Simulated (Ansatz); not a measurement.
Geometry optimisation, RKS BHLYP-D4/def2-SVP (Ansatz).

input.yaml

```yaml
crystal:
  periodic: [false, false, false]
  atoms:
    - { symbol: "N", position_ang: [-1.16696, 1.99783, 0.26262] }
    - { symbol: In, position_ang: [0.5801, 1.21589, -0.42312] }
    - { symbol: C, position_ang: [0.8532, -1.00322, -0.44175] }
    - { symbol: As, position_ang: [-0.78882, -1.8257, 0.25686] }
    - { symbol: H, position_ang: [-1.68163, 1.41094, 0.9114] }
    - { symbol: H, position_ang: [-1.14998, 2.93374, 0.65147] }
    - { symbol: H, position_ang: [1.87329, 2.34523, -0.72472] }
    - { symbol: H, position_ang: [1.02787, -1.31908, -1.47329] }
    - { symbol: H, position_ang: [1.73487, -1.24272, 0.15435] }
    - { symbol: H, position_ang: [-0.57376, -1.36463, 1.6728] }
    - { symbol: H, position_ang: [-0.13654, -3.15161, 0.61357] }
basis:
  gaussian: { orbitals: def2-SVP }
hamiltonian:
  xc: { name: BHLYP }
  dispersion: d4
relax:
  f_tol: 0.015
  max_steps: 40
```

Launched with:

```bash
$ ansatz run input.yaml --threads 2 --pin off --max-ram 3072MiB --backend cpu --events-out ev --progress --plain --runs-dir out
```

Where does it end, and by what steps?

It converged. The force dipped under the threshold on the way, but the program's further checks kept it going. After 24 steps the energy has fallen by 0.168 eV; H5 moved furthest, 0.59 Å.

```json
{"step": "0", "energy less start (eV)": "0.0000", "largest force component (eV/Å)": "0.947", "accepted": "yes"}
{"step": "1", "energy less start (eV)": "-0.0511", "largest force component (eV/Å)": "0.915", "accepted": "yes"}
{"step": "2", "energy less start (eV)": "-0.1372", "largest force component (eV/Å)": "0.423", "accepted": "yes"}
{"step": "3", "energy less start (eV)": "-0.1473", "largest force component (eV/Å)": "0.353", "accepted": "yes"}
{"step": "4", "energy less start (eV)": "-0.1450", "largest force component (eV/Å)": "0.212", "accepted": "no"}
{"step": "5", "energy less start (eV)": "-0.1617", "largest force component (eV/Å)": "0.047", "accepted": "yes"}
{"step": "6", "energy less start (eV)": "-0.1623", "largest force component (eV/Å)": "0.017", "accepted": "yes"}
{"step": "7", "energy less start (eV)": "-0.1624", "largest force component (eV/Å)": "0.016", "accepted": "yes"}
{"step": "8", "energy less start (eV)": "-0.1625", "largest force component (eV/Å)": "0.026", "accepted": "yes"}
{"step": "9", "energy less start (eV)": "-0.1625", "largest force component (eV/Å)": "0.023", "accepted": "yes"}
{"step": "10", "energy less start (eV)": "-0.1630", "largest force component (eV/Å)": "0.051", "accepted": "yes"}
{"step": "11", "energy less start (eV)": "-0.1633", "largest force component (eV/Å)": "0.063", "accepted": "yes"}
{"step": "12", "energy less start (eV)": "-0.1636", "largest force component (eV/Å)": "0.148", "accepted": "yes"}
{"step": "13", "energy less start (eV)": "-0.1646", "largest force component (eV/Å)": "0.089", "accepted": "yes"}
{"step": "14", "energy less start (eV)": "-0.1651", "largest force component (eV/Å)": "0.030", "accepted": "yes"}
{"step": "15", "energy less start (eV)": "-0.1659", "largest force component (eV/Å)": "0.017", "accepted": "yes"}
{"step": "16", "energy less start (eV)": "-0.1656", "largest force component (eV/Å)": "0.132", "accepted": "no"}
{"step": "17", "energy less start (eV)": "-0.1667", "largest force component (eV/Å)": "0.038", "accepted": "yes"}
{"step": "18", "energy less start (eV)": "-0.1667", "largest force component (eV/Å)": "0.086", "accepted": "no"}
{"step": "19", "energy less start (eV)": "-0.1671", "largest force component (eV/Å)": "0.027", "accepted": "yes"}
{"step": "20", "energy less start (eV)": "-0.1670", "largest force component (eV/Å)": "0.043", "accepted": "no"}
{"step": "21", "energy less start (eV)": "-0.1673", "largest force component (eV/Å)": "0.014", "accepted": "yes"}
{"step": "22", "energy less start (eV)": "-0.1673", "largest force component (eV/Å)": "0.023", "accepted": "yes"}
{"step": "23", "energy less start (eV)": "-0.1675", "largest force component (eV/Å)": "0.007", "accepted": "yes"}
{"step": "24", "energy less start (eV)": "-0.1675", "largest force component (eV/Å)": "0.007", "accepted": "yes"}
```

```xyz
11
Properties=species:S:1:pos:R:3
N -1.070 1.978 0.271
In 0.740 1.230 -0.204
C 0.744 -0.928 -0.441
As -0.702 -1.794 0.572
H -1.901 1.418 0.359
H -1.275 2.951 0.425
H 2.048 2.333 -0.352
H 0.563 -1.135 -1.501
H 1.725 -1.332 -0.188
H -0.148 -1.513 1.955
H -0.153 -3.211 0.563
```

Whether the end is a true minimum wasn't checked by a vibrational analysis.

Time of the run: 100 s on 2 threads of Intel(R) Xeon(R) 6975P-C (Granite Rapids), on a shared host, peak memory 0.35 GiB.
